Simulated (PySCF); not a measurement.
# Partial charges of `Cc1pcsc1C(C)(C)C`

Compound: C8H13PS.
Cartesian coordinates in Å at the GFN2-xTB level; atoms count from 1:
```
atom  x, y, z in Å
C1     1.364   -1.931   -0.620
C2     1.589   -0.467   -0.363
P3     3.266    0.114   -0.559
C4     2.871    1.715   -0.156
S5     1.244    2.063    0.223
C6     0.646    0.444    0.011
C7    -0.845    0.246    0.209
C8    -1.139   -0.989    1.070
C9    -1.512    0.107   -1.167
C10   -1.456    1.462    0.915
H11    2.235   -2.342   -1.127
H12    0.492   -2.107   -1.245
H13    1.237   -2.473    0.317
H14    3.563    2.537   -0.117
H15   -2.183   -0.975    1.376
H16   -0.966   -1.912    0.529
H17   -0.521   -0.985    1.965
H18   -2.583   -0.036   -1.046
H19   -1.113   -0.739   -1.719
H20   -1.347    1.005   -1.758
H21   -1.327    2.366    0.323
H22   -2.523    1.307    1.061
H23   -0.996    1.615    1.889
```

Density: PBE0/pcSseg-1 (PySCF); schemes: Mulliken, IAO, Hirshfeld and ESP-fitted. Geometry: GFN2-xTB; no solvent, vibrations or thermal averaging.

**Question.** What partial charge does each atom carry?

**Answer.** In e; atoms taken as equivalent share a row and are averaged (×n: the atom named and its like, n in all):

```tsv
atom	environment	Mulliken	IAO	Hirshfeld	ESP-fitted
C1	benzylic-type carbon	-0.145	-0.416	-0.120	-0.567
C2	substituted aromatic carbon	-0.534	-0.228	-0.070	+0.425
P3	phosphorus bonded to 2 C	+0.467	+0.316	+0.046	-0.206
C4	aromatic CH next to a ring sulfur	-0.542	-0.577	-0.152	-0.204
S5	thiophene-type sulfur	+0.288	+0.363	+0.130	+0.007
C6	substituted aromatic carbon	-0.123	-0.149	-0.017	-0.487
C7	benzylic-type carbon	-0.591	+0.049	+0.025	+0.858
C8/C9/C10	methyl carbon	-0.144	-0.414	-0.121	-0.605
H11/H12/H13	methyl hydrogen	+0.133	+0.148	+0.043	+0.155
H14	aromatic hydrogen	+0.160	+0.182	+0.046	+0.217
H15 (×9)	methyl hydrogen	+0.117	+0.139	+0.038	+0.145
```

Mean size of the charges over all atoms: ESP-fitted 0.285 e, IAO 0.227 e, Mulliken 0.206 e, Hirshfeld 0.063 e. Each set sums to the total charge, 0, to within 0.001 e. The IAO scheme counts the electrons in orthogonalised intrinsic atomic orbitals, a minimal basis polarised so that it spans the occupied orbitals exactly.

Some averages cover members that differ in this geometry: C8/C9/C10, Mulliken -0.183 to -0.114; C8/C9/C10, ESP-fitted -0.643 to -0.576; H11/H12/H13, ESP-fitted +0.138 to +0.172; H15 (×9), ESP-fitted +0.132 to +0.158 e.

Lowest charge. The schemes don't all agree: Mulliken C7 (-0.591); IAO C4 (-0.577); Hirshfeld C4 (-0.152); ESP-fitted C8/C9/C10 (-0.605).

Highest charge. The schemes don't all agree: Mulliken P3 (+0.467); IAO S5 (+0.363); Hirshfeld S5 (+0.130); ESP-fitted C7 (+0.858).

**Question.** How many electrons does the IAO scheme count on C7?

**Answer.** Z − q = 6 − (+0.049) = 5.951.

**Question.** How closely do the schemes follow one another over all atoms?

**Answer.** Correlation coefficient and root-mean-square difference: IAO with Hirshfeld 0.99, 0.191 e; Mulliken with IAO 0.73, 0.190 e; Mulliken with Hirshfeld 0.68, 0.215 e; Hirshfeld with ESP-fitted 0.63, 0.318 e; IAO with ESP-fitted 0.62, 0.285 e; Mulliken with ESP-fitted -0.03, 0.449 e.

These values come from a run that also computed NMR shieldings. Cost: about 2.5 min of CPU time on one thread; the machine was shared, so the figure is rough.
